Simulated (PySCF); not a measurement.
C2H5NOSi, SMILES N#CC[SiH2]O.

Geometry: B3LYP-D3(BJ)/def2-SVP. The structure was generated by enumeration, and PubChem lists no compound with its InChIKey, so it may never have been made. Other conformers were not sampled.

Level of theory: PBE/def2-TZVP (PySCF).

Symmetry labels are those of the subgroup Cs that the program uses (full group Cs).

List the valence orbital energies around the gap with their symmetry. (The exact figures need the calculation; the answer reports its results.)


| orbital | symmetry | energy (eV) |
|---|---|---|
| HOMO−7 | A" | -11.60 |
| HOMO−6 | A' | -10.00 |
| HOMO−5 | A" | -9.38 |
| HOMO−4 | A' | -8.79 |
| HOMO−3 | A' | -8.41 |
| HOMO−2 | A" | -8.00 |
| HOMO−1 | A" | -7.66 |
| HOMO | A' | -7.56 |
| LUMO | A' | -1.16 |
| LUMO+1 | A' | -0.35 |
| LUMO+2 | A" | -0.31 |
| LUMO+3 | A' | -0.08 |
